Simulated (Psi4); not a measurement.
Interaction energy of C2H4 ··· CHF3 (SMILES C=C and FC(F)F). Monomers: optimised at B3LYP-D3(BJ) (def2-TZVP), held rigid. Orientation: lowest of the rigid-body minima from ten starts at GFN2-xTB. The monomers approach along the line of their centres of mass (distance R); nothing else relaxes.

Method: SAPT0/jun-cc-pVDZ, frozen core run with Psi4.

Components in kJ/mol:

```
R / Å  electrostatics  exchange  induction  dispersion  total
-----  --------------  --------  ---------  ----------  -----
3.34           -55.91    129.21     -22.90      -21.56  28.84
3.51           -38.30     79.82     -14.70      -15.23  11.59
3.70           -25.79     46.24      -9.04      -10.50   0.92
3.91           -17.39     25.08      -5.38       -7.10  -4.78
4.14           -11.91     12.72      -3.12       -4.72  -7.03
4.30            -9.43      7.90      -2.18       -3.59  -7.30
4.62            -6.28      3.02      -1.10       -2.13  -6.48
4.94            -4.44      1.15      -0.58       -1.30  -5.18
5.45            -2.76      0.24      -0.24       -0.63  -3.40
6.10            -1.65      0.03      -0.09       -0.28  -1.99
7.09            -0.85      0.00      -0.03       -0.10  -0.98
8.42            -0.41      0.00      -0.01       -0.03  -0.45
```
